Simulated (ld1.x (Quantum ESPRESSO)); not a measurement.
strontium (Sr): ultrasoft pseudisation with PBEsol, scalar-relativistic reference atom.

Input for ld1.x (Quantum ESPRESSO) 7.5:

```
&input
   title='Sr', zed=38., rel=1, dft='PBESOL', iswitch=3,
   config='[Kr] 4d0 5s2 5p0',
   nld=3, rlderiv=3.85, eminld=-5.0, emaxld=5.0, deld=0.02
 /
 &inputp
   pseudotype=3, tm=.true., lloc=-1, rcloc=2.10,
   nlcc=.false.,
   which_augfun='PSQ', rmatch_augfun=2.20,
   file_pseudopw='Sr.UPF', file_wfcaegen='ae.wfc', file_wfcncgen='nc.wfc', file_beta='beta', file_chi='chi', file_wfcusgen='us.wfc'
 /
6
4S  1  0   2.00   0.00  2.10  2.75  0.0
5S  2  0   2.00   0.00  2.10  2.75  0.0
4P  2  1   6.00   0.00  2.20  2.45  0.0
5P  3  1   0.00   0.00  2.20  2.45  0.0
4D  3  2   0.00   0.00  2.65  3.55  0.0
4D  3  2   0.00   1.25  2.65  3.55  0.0
 &test
   configts(1)='4s2 4p6 4d0 5s2 5p0'
 /
```

Command:

```bash
ld1.x < Sr.in > Sr.out
```

The program printed (shortened: banner, matrices, multipoles, cross overlaps and the repeated all-electron block are left out):

```
Program LD1 v.7.5
     --------------------------- All-electron run ----------------------------

     Sr
     scalar relativistic calculation

     atomic number is 38.00
     dft =PBESOL   lsd =0 sic =0 latt =0  beta=0.20 tr2=1.0E-14
     Exchange-correlation= PBESOL
                           (   1   4  10   8   0   0   0)
     mesh =1221 r(mesh) = 100.72700 a.u. xmin = -7.00 dx = 0.01250
     1 Ry =  13.60569312 eV, c = 137.03599908

     n l     nl                  e(Ry)          e(Ha)          e(eV)
     1 0     1S 1( 2.00)     -1170.5637      -585.2818    -15926.3302
     2 0     2S 1( 2.00)      -158.5098       -79.2549     -2156.6360
     2 1     2P 1( 6.00)      -140.8774       -70.4387     -1916.7345
     3 0     3S 1( 2.00)       -24.4965       -12.2482      -333.2913
     3 1     3P 1( 6.00)       -18.8081        -9.4041      -255.8975
     4 0     4S 1( 2.00)        -3.0042        -1.5021       -40.8743
     4 1     4P 1( 6.00)        -1.6763        -0.8381       -22.8068
     3 2     3D 1(10.00)        -9.4090        -4.7045      -128.0156
     4 2     4D 1( 0.00)        -0.0946        -0.0473        -1.2873
     5 0     5S 1( 2.00)        -0.2599        -0.1299        -3.5360
     5 1     5P 1( 0.00)        -0.0932        -0.0466        -1.2683

     final scf error:  1.2E-15 reached in  28 iterations

     Etot =   -6355.151999 Ry,   -3177.575999 Ha,  -86466.247847 eV

     Ekin =    6516.559760 Ry,    3258.279880 Ha,   88662.312306 eV
     Encl =  -15309.427259 Ry,   -7654.713629 Ha, -208295.369173 eV
     Eh   =    2643.667896 Ry,    1321.833948 Ha,   35968.934117 eV
     Exc  =    -205.952396 Ry,    -102.976198 Ha,   -2802.125097 eV

     normalization and overlap integrals

     s(1S/1S) =  1.000000  <r> =   0.0392  <r2> =    0.0021  r(max) =   0.0257
     s(2S/2S) =  1.000000  <r> =   0.1726  <r2> =    0.0351  r(max) =   0.1459
     s(2P/2P) =  1.000000  <r> =   0.1504  <r2> =    0.0277  r(max) =   0.1165
     s(3S/3S) =  1.000000  <r> =   0.4925  <r2> =    0.2784  r(max) =   0.4382
     s(3P/3P) =  1.000000  <r> =   0.4988  <r2> =    0.2905  r(max) =   0.4328
     s(4S/4S) =  1.000000  <r> =   1.3568  <r2> =    2.0936  r(max) =   1.1911
     s(4P/4P) =  1.000000  <r> =   1.5677  <r2> =    2.8362  r(max) =   1.3330
     s(3D/3D) =  1.000000  <r> =   0.4984  <r2> =    0.3030  r(max) =   0.3772
     s(4D/4D) =  1.000000  <r> =   3.5091  <r2> =   15.9991  r(max) =   2.1168
     s(5S/5S) =  1.000000  <r> =   4.3154  <r2> =   21.2091  r(max) =   3.6690
     s(5P/5P) =  1.000000  <r> =   5.8619  <r2> =   39.6370  r(max) =   4.8303

     ------------------------ End of All-electron run ------------------------

     --------------------- Generating US pseudopotential ---------------------

      Generating local potential from pseudized AE potential:
      Matching radius rcloc =   2.1000

      Local pseudo, rcloc= 2.091 Estimated cut-off energy=     5.69 Ry
      Wfc-us  4S rcutus= 2.752  Estimated cut-off energy=     7.60 Ry
      Wfc-us  5S rcutus= 2.752  Estimated cut-off energy=    15.59 Ry
      Wfc-us  4P rcutus= 2.429  Estimated cut-off energy=    14.29 Ry
      Wfc-us  5P rcutus= 2.429  Estimated cut-off energy=    26.27 Ry
      Wfc-us  4D rcutus= 3.534  Estimated cut-off energy=     9.09 Ry
      Wfc-us  4D rcutus= 3.534  Estimated cut-off energy=     8.33 Ry

     Q pseudized with Bessel functions
     Expected ecutrho=      82.6163 due to l1=  2   l2=  2

     ------------------- End of pseudopotential generation -------------------

     Computing logarithmic derivative in   3.83314
     Computing logarithmic derivative in   3.83314
     Computing the partial wave expansion
     R is outside the sphere for l=    0 j= 0.00
     R is outside the sphere for l=    0 j= 0.00
     R is outside the sphere for l=    1 j= 0.00
     R is outside the sphere for l=    1 j= 0.00
     R is outside the sphere for l=    2 j= 0.00
     R is outside the sphere for l=    2 j= 0.00

     ---------------------- Testing the pseudopotential ----------------------

     Sr
     scalar relativistic calculation

     atomic number is 38.00   valence charge is 10.00
     dft =PBESOL   lsd =0 sic =0 latt =0  beta=0.20 tr2=1.0E-14
     mesh =1221 r(mesh) = 100.72700 xmin = -7.00 dx = 0.01250

     n l     nl             e AE (Ry)        e PS (Ry)    De AE-PS (Ry)
     1 0     4S   1( 2.00)       -3.00421       -3.00418       -0.00002
     2 1     4P   1( 6.00)       -1.67627       -1.67625       -0.00002
     3 2     4D   1( 0.00)       -0.09461       -0.09461       -0.00001
     2 0     5S   1( 2.00)       -0.25989       -0.25989       -0.00000
     3 1     5P   1( 0.00)       -0.09321       -0.09321       -0.00000

     eps = 8.6E-15  iter = 34

     Etot =   -6355.151999 Ry,   -3177.575999 Ha,  -86466.247847 eV
     Etotps =   -62.462283 Ry,     -31.231142 Ha,    -849.842658 eV

     Ekin =      16.795519 Ry,       8.397759 Ha,     228.514675 eV
     Encl =    -123.347800 Ry,     -61.673900 Ha,   -1678.232309 eV
     Ehrt =      48.394411 Ry,      24.197205 Ha,     658.439501 eV
     Ecxc =      -8.256635 Ry,      -4.128318 Ha,    -112.337248 eV
     Epseu=       3.952222 Ry,       1.976111 Ha,      53.772723 eV

     ---------------------- End of pseudopotential test ----------------------
```

The ghost test of this file was not conclusive. Its overlap operator is not positive definite in a basis up to 400 Ry (lowest eigenvalue s -0.0048, p -0.53), so the file is unfit for use: the generalised eigenproblem breaks down once the basis is large enough, and its test numbers describe a broken file.

Generation and configuration tests took about 5.6 s on one core of a shared server CPU.

Transferability test of the new file with ld1.x, input:

```
&input
   title='Sr', zed=38., rel=1, dft='PBESOL', iswitch=2,
   config='[Kr] 4d0 5s2 5p0'
 /
 &test
   file_pseudo='Sr.UPF', nconf=8,
   configts(1)='4s2 4p6 4d0 5s2 5p0',
   configts(2)='4s2 4p6 4d0 5s1 5p0',
   configts(3)='4s2 4p6 4d0 5s0 5p0',
   configts(4)='4s2 4p6 4d0 5s1.5 5p0',
   configts(5)='4s2 4p6 4d0 5s1 5p1',
   configts(6)='4s2 4p6 4d0 5s0 5p2',
   configts(7)='4s2 4p6 4d0.5 5s1.5 5p0',
   configts(8)='4s2 4p6 4d0 5s0 5p1'
 /
```

```bash
ld1.x < Sr.test.in > Sr.test.out
```

Pseudopotential blocks of its output, shortened (energy terms left out; the distinct warnings before each block abridged to one line each):

```
     ---------------------- Testing the pseudopotential ----------------------

     n l     nl             e AE (Ry)        e PS (Ry)    De AE-PS (Ry)
     1 0     4S   1( 2.00)       -3.00421       -3.00418       -0.00002
     2 1     4P   1( 6.00)       -1.67627       -1.67625       -0.00002
     3 2     4D   1( 0.00)       -0.09461       -0.09461       -0.00001
     2 0     5S   1( 2.00)       -0.25989       -0.25989       -0.00000
     3 1     5P   1( 0.00)       -0.09321       -0.09321       -0.00000

     eps = 9.7E-15  iter = 42

     Etot =   -6355.151999 Ry,   -3177.575999 Ha,  -86466.247847 eV
     Etotps =   -62.462283 Ry,     -31.231142 Ha,    -849.842658 eV

     ---------------------- End of pseudopotential test ----------------------

          ---------------------- Testing the pseudopotential ----------------------

     n l     nl             e AE (Ry)        e PS (Ry)    De AE-PS (Ry)
     1 0     4S   1( 2.00)       -3.47093       -3.47181        0.00088
     2 1     4P   1( 6.00)       -2.13993       -2.13999        0.00006
     3 2     4D   1( 0.00)       -0.49912       -0.49861       -0.00051
     2 0     5S   1( 1.00)       -0.61304       -0.61327        0.00023
     3 1     5P   1( 0.00)       -0.39695       -0.39667       -0.00028

     eps = 6.0E-15  iter = 55

     Etot =   -6354.718679 Ry,   -3177.359339 Ha,  -86460.352225 eV
     Etotps =   -62.028850 Ry,     -31.014425 Ha,    -843.945499 eV
     dEtot_ae =       0.433320 Ry
     dEtot_ps =       0.433433 Ry,   Delta E=      -0.000113 Ry

     ---------------------- End of pseudopotential test ----------------------

          Warning: convergence not achieved
     ---------------------- Testing the pseudopotential ----------------------

     n l     nl             e AE (Ry)        e PS (Ry)    De AE-PS (Ry)
     1 0     4S   1( 2.00)       -4.02085       -4.02342        0.00257
     2 1     4P   1( 6.00)       -2.68309       -2.68327        0.00018
     3 2     4D   1( 0.00)       -0.97145       -0.96971       -0.00174
     2 0     5S   1( 0.00)       -0.98707       -0.98788        0.00081
     3 1     5P   1( 0.00)       -0.71123       -0.71016       -0.00107

     eps = 5.6E-14  iter =201

     Etot =   -6353.917910 Ry,   -3176.958955 Ha,  -86449.457214 eV
     Etotps =   -61.227530 Ry,     -30.613765 Ha,    -833.042987 eV
     dEtot_ae =       1.234089 Ry
     dEtot_ps =       1.234753 Ry,   Delta E=      -0.000664 Ry

     ---------------------- End of pseudopotential test ----------------------

          Warning: convergence not achieved
     ---------------------- Testing the pseudopotential ----------------------

     n l     nl             e AE (Ry)        e PS (Ry)    De AE-PS (Ry)
     1 0     4S   1( 2.00)       -3.22590       -3.22623        0.00033
     2 1     4P   1( 6.00)       -1.89677       -1.89677        0.00000
     3 2     4D   1( 0.00)       -0.28677       -0.28657       -0.00020
     2 0     5S   1( 1.50)       -0.43179       -0.43186        0.00007
     3 1     5P   1( 0.00)       -0.23991       -0.23980       -0.00010

     eps = 6.6E-14  iter =201

     Etot =   -6354.979599 Ry,   -3177.489799 Ha,  -86463.902224 eV
     Etotps =   -62.289855 Ry,     -31.144928 Ha,    -847.496656 eV
     dEtot_ae =       0.172400 Ry
     dEtot_ps =       0.172428 Ry,   Delta E=      -0.000028 Ry

     ---------------------- End of pseudopotential test ----------------------

          ---------------------- Testing the pseudopotential ----------------------

     n l     nl             e AE (Ry)        e PS (Ry)    De AE-PS (Ry)
     1 0     4S   1( 2.00)       -3.10236       -3.10639        0.00403
     2 1     4P   1( 6.00)       -1.77224       -1.77398        0.00174
     3 2     4D   1( 0.00)       -0.15974       -0.15917       -0.00057
     2 0     5S   1( 1.00)       -0.30729       -0.30786        0.00057
     3 1     5P   1( 1.00)       -0.13380       -0.13361       -0.00020

     eps = 8.4E-15  iter = 57

     Etot =   -6354.981917 Ry,   -3177.490958 Ha,  -86463.933763 eV
     Etotps =   -62.291843 Ry,     -31.145921 Ha,    -847.523696 eV
     dEtot_ae =       0.170082 Ry
     dEtot_ps =       0.170441 Ry,   Delta E=      -0.000358 Ry

     ---------------------- End of pseudopotential test ----------------------

          Warning: n=1, l=0 expected 0 nodes, found 1
     Warning: n=2, l=1 expected 0 nodes, found 1
     Warning: n=3, l=2 expected 0 nodes, found 1
     ---------------------- Testing the pseudopotential ----------------------

     n l     nl             e AE (Ry)        e PS (Ry)    De AE-PS (Ry)
     1 0     4S   1( 2.00)       -3.19344       -3.56286        0.36941  !
     2 1     4P   1( 6.00)       -1.86083       -2.22356        0.36273  !
     3 2     4D   1( 0.00)       -0.21919       -0.21919        0.00000
     2 0     5S   1( 0.00)       -0.34642       -0.45035        0.10393  !
     3 1     5P   1( 2.00)       -0.16584       -0.10306       -0.06278  !

     eps = 4.1E-15  iter = 46

     Etot =   -6354.804952 Ry,   -3177.402476 Ha,  -86461.526038 eV
     Etotps =   -61.717229 Ry,     -30.858615 Ha,    -839.705684 eV
     dEtot_ae =       0.347047 Ry
     dEtot_ps =       0.745054 Ry,   Delta E=      -0.398007 Ry

     ---------------------- End of pseudopotential test ----------------------

          ---------------------- Testing the pseudopotential ----------------------

     n l     nl             e AE (Ry)        e PS (Ry)    De AE-PS (Ry)
     1 0     4S   1( 2.00)       -2.96042       -2.96381        0.00338
     2 1     4P   1( 6.00)       -1.63607       -1.63772        0.00165
     3 2     4D   1( 0.50)       -0.07614       -0.07582       -0.00033
     2 0     5S   1( 1.50)       -0.24823       -0.24849        0.00026
     3 1     5P   1( 0.00)       -0.08884       -0.08861       -0.00022

     eps = 5.8E-15  iter = 30

     Etot =   -6355.067555 Ry,   -3177.533778 Ha,  -86465.098933 eV
     Etotps =   -62.377626 Ry,     -31.188813 Ha,    -848.690832 eV
     dEtot_ae =       0.084444 Ry
     dEtot_ps =       0.084658 Ry,   Delta E=      -0.000214 Ry

     ---------------------- End of pseudopotential test ----------------------

          ---------------------- Testing the pseudopotential ----------------------

     n l     nl             e AE (Ry)        e PS (Ry)    De AE-PS (Ry)
     1 0     4S   1( 2.00)       -3.56352       -3.76789        0.20437  !
     2 1     4P   1( 6.00)       -2.22950       -2.42827        0.19877  !
     3 2     4D   1( 0.00)       -0.56248       -0.72564        0.16315  !
     2 0     5S   1( 0.00)       -0.65671       -0.76498        0.10827  !
     3 1     5P   1( 1.00)       -0.44268       -0.24659       -0.19609  !

     eps = 8.8E-15  iter = 64

     Etot =   -6354.503787 Ry,   -3177.251893 Ha,  -86457.428472 eV
     Etotps =   -61.543670 Ry,     -30.771835 Ha,    -837.344290 eV
     dEtot_ae =       0.648212 Ry
     dEtot_ps =       0.918613 Ry,   Delta E=      -0.270401 Ry

     ---------------------- End of pseudopotential test ----------------------
```
